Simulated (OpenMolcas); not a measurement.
Os5+.

* Program: OpenMolcas 26.06
* Method: CASSCF
* Basis: ANO-RCC-VTZP [8s7p5d3f2g1h]
* Scalar Hamiltonian: DKH2, point nucleus
* Active space: 3 electrons in 5 orbitals (5d)
* State averaging: 2S+1 = 4 even, 10 roots; 2S+1 = 2 even, 40 roots kept (CI in the orbitals of an earlier block)
* Spin-orbit coupling: RASSI with atomic mean-field integrals over the reference wave functions, term energies averaged over their components

Levels without dynamic correlation, in cm-1 above 5d3 4F 3/2:

```tsv
Level	E
5d3 4P 1/2 [67 %]	19345
5d3 2G 7/2	24890
5d3 2P 1/2 [67 %]	32659
5d3 2D 5/2(1)	38168
5d3 2F 5/2	45334
5d3 2D 3/2(2)	68024
```

On this reference, MS-CASPT2, IPEA 0.25 Eh, imaginary shift 0.1 Eh (closed shells correlated: 5s 5p) puts 5d3 4P 1/2 [67 %] at 17360 cm-1.

Q: Estimate the other levels at that method by one scale factor, and say how well it serves.

A: The factor is 17360 / 19345 = 0.897. Scaled values beside those that MS-CASPT2 gives and measured ones (the list in Brasseur, Palmeri and Quinet, Atoms 13, 11 (2025)):
```csv
Level,Scaled,MS-CASPT2,Miss (%),Measured
5d3 2G 7/2,22326,23450,-4.8,22920
5d3 2P 1/2 [67 %],29295,29690,-1.3,28860
5d3 2D 5/2(1),34237,35470,-3.5,34418
5d3 2F 5/2,40665,41020,-0.9,39601
5d3 2D 3/2(2),61018,62300,-2.1,
```
For these levels the scaled values miss MS-CASPT2 by up to 4.8 %, as correlation changes each term by its own factor, spin-orbit parts do not scale and CASPT2 has its own spread within terms. This holds within one configuration; levels of others move differently, and the target method has errors of its own against measurement.

Term energies are means over components that CASPT2 splits; among the terms shown or strongly mixed into the levels shown the widest spread is 490 cm-1 (5d3 4F, MS-CASPT2). Terms from blocks run as CI alone lack orbitals of their own. Without dynamic correlation excited terms often stand tens of per cent too high (terms of higher spin than the ground term too low), and those without a measured partner can miss by more than the paired ones (holds for CASSCF). Computed and measured levels are paired by configuration, term and J; levels that our copy of the source lacks, or whose pairing is in doubt (as where it misses far off the trend of its configuration), stay unpaired and out of the deviations. Only configurations of the active space appear.

A share in square brackets marks a mixed level and gives the weight of the term that names it, the lowest over the columns. A number in round brackets counts repeated terms of one configuration in the order of the reference energies.
